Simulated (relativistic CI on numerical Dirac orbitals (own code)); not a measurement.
**Electric-dipole transitions in Eu XLIII**

These numbers are calculated, not measured: Dirac-Coulomb-Breit CI, separate exchange-only KLI orbitals for each configuration, QED by a radiative potential, unscaled Slater integrals (own radial code, finite nucleus).

Configurations in the expansion (outside the closed core [Ne]): 3s2 3p6 3d3, 3s2 3p5 3d4, 3s 3p6 3d4, 3s2 3p6 3d2 4s, 3s2 3p6 3d2 4p, 3s2 3p6 3d2 4d, 3s2 3p5 3d3 4s, 3s2 3p6 3d2 4f, 3s2 3p5 3d3 4p, 3s 3p6 3d3 4s, 3p6 3d4 4p, 3p6 3d5, 3p5 3d6, 3p5 3d5 4s, 3p6 3d4 4s, 3p5 3d4 4s2, 3s2 3p6 3d 4s2, 3s2 3p6 4s2 4p, 3s2 3p6 4s2 4d. Double excitations out of closed p, d and f shells are left out; levels of such configurations are missing from the list, as are those of other unlisted configurations, and high levels can miss mixing partners. These lack a partner that the ground configuration has and come out too high: 3s2 3p5 3d3 4p.

| λ vac (nm) | Lower | Upper | A (s⁻¹) | log gf | S velocity/length |
| --- | --- | --- | --- | --- | --- |
| 2.8136 | 3s2 3p6 3d3 4F_5/2 [2] | 3s2 3p5 3d4 4D°_3/2 [155] | 8.37e+11 | -0.40 | 0.73 |
| 2.8417 | 3s2 3p6 3d3 2G_7/2 [4] | 3s2 3p5 3d4 4D°_5/2 [156] | 1.10e+12 | -0.10 | 0.72 |
| 2.8720 | 3s2 3p6 3d3 2G_9/2 [5] | 3s2 3p5 3d4 4D°_7/2 [154] | 2.27e+12 | 0.35 | 0.72 |
| 2.8852 | 3s2 3p6 3d3 4F_7/2 [8] | 3s2 3p5 3d4 2F°_5/2 [169] | 1.42e+12 | 0.03 | 0.72 |
| 2.8958 | 3s2 3p6 3d3 4F_9/2 [9] | 3s2 3p5 3d4 2F°_7/2 [172] | 9.04e+11 | -0.04 | 0.72 |
| 2.9045 | 3s2 3p6 3d3 4F_9/2 [9] | 3s2 3p5 3d4 2G°_7/2 [170] | 8.39e+11 | -0.07 | 0.72 |
| 2.9080 | 3s2 3p6 3d3 4F_9/2 [9] | 3s2 3p5 3d4 2H°_11/2 [168] | 4.19e+11 | -0.20 | 0.77 |
| 2.9152 | 3s2 3p6 3d3 2H_11/2 [12] | 3s2 3p5 3d4 2G°_9/2 [174] | 2.38e+12 | 0.48 | 0.72 |
| 2.9257 | 3s2 3p6 3d3 4F_9/2 [9] | 3s2 3p5 3d4 2G°_9/2 [166] | 7.71e+11 | 0.00 | 0.74 |
| 2.9373 | 3s2 3p6 3d3 2G_9/2 [17] | 3s2 3p5 3d4 2F°_7/2 [189] | 1.46e+12 | 0.18 | 0.72 |
| 2.9380 | 3s2 3p6 3d3 4F_3/2 [1] | 3s2 3p5 3d4 4D°_1/2 [137] | 3.29e+12 | -0.07 | 0.72 |
| 2.9593 | 3s2 3p6 3d3 2D_3/2 [16] | 3s2 3p5 3d4 2D°_3/2 [185] | 2.21e+12 | 0.06 | 0.74 |
| 2.9619 | 3s2 3p6 3d3 2F_7/2 [15] | 3s2 3p5 3d4 2F°_7/2 [177] | 1.29e+12 | 0.13 | 0.73 |
| 2.9637 | 3s2 3p6 3d3 4F_9/2 [9] | 3s2 3p5 3d4 2G°_7/2 [161] | 6.75e+11 | -0.15 | 0.71 |
| 2.9662 | 3s2 3p6 3d3 2H_11/2 [12] | 3s2 3p5 3d4 2H°_11/2 [168] | 2.25e+12 | 0.55 | 0.73 |
| 2.9743 | 3s2 3p6 3d3 4P_5/2 [7] | 3s2 3p5 3d4 4D°_5/2 [156] | 1.16e+12 | -0.03 | 0.73 |
| 2.9766 | 3s2 3p6 3d3 2G_9/2 [17] | 3s2 3p5 3d4 2G°_9/2 [186] | 1.27e+12 | 0.23 | 0.74 |
| 3.0056 | 3s2 3p6 3d3 2D_5/2 [19] | 3s2 3p5 3d4 2F°_7/2 [196] | 1.20e+12 | 0.11 | 0.75 |
| 3.0190 | 3s2 3p6 3d3 2G_9/2 [17] | 3s2 3p5 3d4 2H°_11/2 [184] | 1.21e+12 | 0.30 | 0.76 |
| 3.0221 | 3s2 3p6 3d3 4F_5/2 [2] | 3s2 3p5 3d4 4F°_7/2 [141] | 3.46e+11 | -0.42 | 0.75 |
| 3.0599 | 3s2 3p6 3d3 4F_5/2 [2] | 3s2 3p5 3d4 4D°_3/2 [139] | 1.21e+12 | -0.17 | 0.71 |
| 3.0785 | 3s2 3p6 3d3 2G_9/2 [5] | 3s2 3p5 3d4 2G°_9/2 [142] | 1.38e+12 | 0.29 | 0.73 |
| 3.0816 | 3s2 3p6 3d3 2G_7/2 [4] | 3s2 3p5 3d4 4F°_7/2 [141] | 8.37e+11 | -0.02 | 0.73 |
| 3.0958 | 3s2 3p6 3d3 2G_7/2 [4] | 3s2 3p5 3d4 4F°_5/2 [140] | 6.13e+11 | -0.28 | 0.71 |
| 3.1279 | 3s2 3p6 3d3 4P_3/2 [3] | 3s2 3p5 3d4 4P°_1/2 [138] | 1.54e+12 | -0.35 | 0.71 |
| 3.1868 | 3s2 3p6 3d3 4F_7/2 [8] | 3s2 3p5 3d4 4H°_7/2 [144] | 5.11e+11 | -0.21 | 0.72 |
| 3.9957 | 3s2 3p6 3d3 4F_5/2 [2] | 3s2 3p5 3d4 2D°_5/2 [87] | 3.36e+11 | -0.32 | 0.67 |
| 3.9993 | 3s2 3p6 3d3 4F_3/2 [1] | 3s2 3p5 3d4 4F°_3/2 [57] | 6.08e+11 | -0.23 | 0.67 |
| 4.0369 | 3s2 3p6 3d3 2H_11/2 [12] | 3s2 3p5 3d4 2G°_9/2 [124] | 7.04e+11 | 0.24 | 0.63 |
| 4.0434 | 3s2 3p6 3d3 2G_9/2 [17] | 3s2 3p5 3d4 2F°_7/2 [133] | 6.58e+11 | 0.11 | 0.64 |
| 4.0661 | 3s2 3p6 3d3 4F_3/2 [1] | 3s2 3p5 3d4 4F°_3/2 [54] | 3.33e+11 | -0.48 | 0.66 |
| 4.0755 | 3s2 3p6 3d3 4P_3/2 [3] | 3s2 3p5 3d4 2D°_5/2 [87] | 3.09e+11 | -0.34 | 0.68 |
| 4.0885 | 3s2 3p6 3d3 4F_5/2 [2] | 3s2 3p5 3d4 4D°_3/2 [75] | 4.19e+11 | -0.38 | 0.64 |
| 4.0893 | 3s2 3p6 3d3 4F_9/2 [9] | 3s2 3p5 3d4 2G°_7/2 [114] | 4.11e+11 | -0.08 | 0.63 |
| 4.1184 | 3s2 3p6 3d3 2G_9/2 [5] | 3s2 3p5 3d4 2G°_9/2 [86] | 2.14e+11 | -0.26 | 0.66 |
| 4.1347 | 3s2 3p6 3d3 2G_7/2 [4] | 3s2 3p5 3d4 4G°_7/2 [81] | 6.17e+11 | 0.10 | 0.66 |
| 4.1435 | 3s2 3p6 3d3 2G_9/2 [5] | 3s2 3p5 3d4 4G°_9/2 [82] | 3.07e+11 | -0.10 | 0.66 |
| 4.1600 | 3s2 3p6 3d3 4F_3/2 [1] | 3s2 3p5 3d4 4G°_5/2 [47] | 4.07e+11 | -0.20 | 0.68 |
| 4.1692 | 3s2 3p6 3d3 2G_7/2 [4] | 3s2 3p5 3d4 4F°_5/2 [78] | 3.31e+11 | -0.29 | 0.64 |
| 4.1697 | 3s2 3p6 3d3 4F_9/2 [9] | 3s2 3p5 3d4 2H°_9/2 [110] | 5.08e+11 | 0.12 | 0.66 |
| 4.1741 | 3s2 3p6 3d3 4F_7/2 [8] | 3s2 3p5 3d4 2F°_7/2 [105] | 2.98e+11 | -0.21 | 0.65 |
| 4.2282 | 3s2 3p6 3d3 2H_11/2 [12] | 3s2 3p5 3d4 2H°_11/2 [112] | 4.68e+11 | 0.18 | 0.66 |
| 4.2955 | 3s2 3p6 3d3 2G_9/2 [5] | 3s2 3p5 3d4 2H°_11/2 [68] | 1.95e+11 | -0.19 | 0.69 |
| 4.2980 | 3s2 3p6 3d3 2G_9/2 [17] | 3s2 3p5 3d4 4F°_9/2 [131] | 4.00e+11 | 0.04 | 0.64 |
| 4.3133 | 3s2 3p6 3d3 4F_5/2 [2] | 3s2 3p5 3d4 2F°_7/2 [59] | 2.26e+11 | -0.30 | 0.67 |

Terms are leading LS components. Brackets give the number of a level in order of energy, since labels repeat. The list gives strong lines, with weight on those to low levels, among the lowest 200 of 2434 levels, so that lines to higher ones, which can be the strongest, are missing. Levels whose partners in the same complex of configurations lie outside the list can be far off, and so can their lines. Rates are taken at the computed energies, electric ones in the length gauge. A velocity-to-length ratio far from 1 marks an uncertain rate.

At this charge energies of transitions that change n are usually good to better than 1 %, and those within a shell (Δn = 0) to a few per cent.

LS names give the leading component of a level, which can be under half, so a name can repeat, a term be missing and a line seem to break the LS rules.
